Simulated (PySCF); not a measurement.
## Nonlinear optical response: `C/C(C(=C)C)=C\C#N`, C₇H₉N

Geometry:
```
atom   x (Å)   y (Å)   z (Å)
  C1  -1.773  -1.258   0.467
  C2  -1.057  -0.300  -0.150
  C3  -1.703   0.601  -1.163
  C4   0.374  -0.116   0.156
  C5   1.028  -1.008   1.164
  C6   1.080   0.856  -0.477
  C7   2.461   1.102  -0.242
  N8   3.588   1.320  -0.064
  H9  -2.833  -1.393   0.240
 H10  -1.340  -1.931   1.208
 H11  -1.216   0.514  -2.148
 H12  -2.764   0.350  -1.288
 H13  -1.639   1.658  -0.861
 H14   0.534  -0.918   2.144
 H15   2.089  -0.760   1.291
 H16   0.955  -2.063   0.858
 H17   0.609   1.510  -1.213
```

Method: PySCF 2.14.0, quadratic response CAM-B3LYP/aug-cc-pVDZ first hyperpolarisability, Taylor convention, gas phase. Geometry: PBE0-D3(BJ)/def2-SVP.

(1) Give β for the processes computed.

(2) Which lowest excitations, dipole and polarisabilities go with it?

Results:

(1) In au, Taylor convention; the vector part is βᵢ = ⅓ Σⱼ (βᵢⱼⱼ + βⱼᵢⱼ + βⱼⱼᵢ); β∥ is 3/5 of the vector part along the dipole, the dipole points from − to +:
| process | λ (nm) | β vector norm | β∥ | β HRS | depolarisation ratio |
| --- | --- | --- | --- | --- | --- |
| static β(0;0,0) | ∞ | 72.5 | -3.4 | 56.5 | 1.99 |
| second harmonic β(−2ω;ω,ω) | 1907 | 78.6 | -2.9 | 60.8 | 2.02 |
| Pockels β(−ω;ω,0) | 1907 | 74.5 | -3.3 | – | – |
| second harmonic β(−2ω;ω,ω) | 1064 | 95.8 | -1.0 | 72.4 | 2.06 |
| Pockels β(−ω;ω,0) | 1064 | 79.1 | -2.8 | – | – |

(2) S1 5.08 eV (f = 0.671); S2 6.16 eV (f = 0.002); S3 6.21 eV (f = 0.000); dipole 4.87 D; isotropic α 97.9 au static, 98.4 au at 1907 nm, 99.5 au at 1064 nm, 99.9 au at 953.5 nm, 105.3 au at 532 nm.
